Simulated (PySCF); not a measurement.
C₅H₆N, SMILES [nH+]1ccccc1, charge +1.

Geometry optimised at PBE0-D3(BJ)/def2-SVP. The isomer is the one that the SMILES or the coordinates give; other isomers of the formula were not compared.

The numbers are results of PBE/def2-TZVP (PySCF), not measurements.

Symmetry labels are those of the subgroup C2v that the program uses (full group C2v).

Computed valence orbital energies around the gap with their symmetry:
| orbital | symmetry | energy (eV) |
|---|---|---|
| HOMO−7 | A1 | -17.51 |
| HOMO−6 | A1 | -16.72 |
| HOMO−5 | B1 | -16.40 |
| HOMO−4 | B2 | -16.32 |
| HOMO−3 | B2 | -14.45 |
| HOMO−2 | A1 | -14.33 |
| HOMO−1 | B1 | -13.15 |
| HOMO | A2 | -12.42 |
| LUMO | B1 | -7.92 |
| LUMO+1 | A2 | -7.04 |
| LUMO+2 | A1 | -4.82 |
| LUMO+3 | B1 | -3.41 |
